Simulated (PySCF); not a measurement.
**How methods differ on the electron affinity of Sr**

Sr⁻ [Kr] 4d1 5s2 (2D) → Sr [Kr] 5s2 (1S), as a difference of total energies. Computed with PySCF 2.14 in def2-QZVPPD with the def2 core potential (28 electrons) (7s5p4d3f, 63 functions), with scalar relativity through the core potential. Correlated levels: valence: 4s2 4p6 frozen. The calculations carry no spin-orbit coupling.

```
           method  electron affinity (eV)
              UHF                  -1.749
    MP2 (valence)                  -1.470
SCS-MP2 (valence)                  -1.487
   CCSD (valence)                  -1.210
CCSD(T) (valence)                  -1.097
```

The configuration of this anion was assumed by filling the next shell in order. It is not the known or likely ground configuration (Ca⁻, Sr⁻ and Ba⁻, for instance, bind a p electron), so these values are not the electron affinity of the element.

A negative affinity means that the anion lies above the atom at that level of theory.

The coupled-cluster amplitudes are large for Sr⁻ (T1 above 0.03 or a double amplitude above 0.15), so a single reference is strained.
